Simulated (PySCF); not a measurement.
# Hartree-Fock beside MP2: ClH2O2Si

These are calculations, not measurements. The program is PySCF 2.14.0, an open-source quantum chemistry code, run on an isolated molecule that a program drew, which may never have been made. The molecule is ClH2O2Si (charge 0, doublet), drawn as the SMILES string `O[Si](O)Cl`.

The geometry was optimised and harmonic frequencies were computed with HF and MP2, all in the cc-pV(D+d)Z basis, for the commonest isotopes, with a restricted reference for singlets and an unrestricted one otherwise, and a frozen core in MP2. Each result is a local minimum of its method.

Geometry at the HF minimum:
```xyz
6
ClH2O2Si, angstrom
O    -0.9488   -1.2978    0.4390
Si   -1.3446   -1.3149   -1.1470
O    -0.6412   -2.5535   -1.9560
Cl   -0.6320    0.3936   -2.0686
H    -0.0905   -1.0010    0.7108
H    -0.7902   -3.4353   -1.6447
```

Lengths of the bonds as drawn, in Å (atoms numbered as above):
| bond | HF | MP2 |
|---|---|---|
| O1-Si2 | 1.635 | 1.661 |
| Si2-O3 | 1.638 | 1.665 |
| Si2-Cl4 | 2.068 | 2.067 |
| O1-H5 | 0.948 | 0.970 |
| O3-H6 | 0.947 | 0.968 |

Rotational constants, in GHz:
| constant | HF | MP2 |
|---|---|---|
| A | 7.033 | 6.768 |
| B | 3.552 | 3.556 |
| C | 2.542 | 2.506 |

Harmonic frequencies in cm^-1, each column in rising order, so a row needn't be the same motion in every method:
```
rank,HF,MP2
1,143,151
2,187,212
3,255,243
4,307,296
5,388,360
6,546,541
7,812,?
8,854,838
9,903,868
10,975,934
11,4135,3842
12,4155,3868
```

**Estimate the missing MP2 frequency from the HF column.**

A single factor s that minimises the squared misfit of MP2 against s times HF over the other rows is sum(HF x MP2) / sum(HF^2) = 0.9333, with an rms misfit of 24 cm^-1. For rank 7 it gives 0.9333 x 812 = 758 cm^-1. The calculation gives 779 cm^-1, 21 cm^-1 above the estimate. The drawn bonds are on average 1.5 % longer in MP2 than in HF.
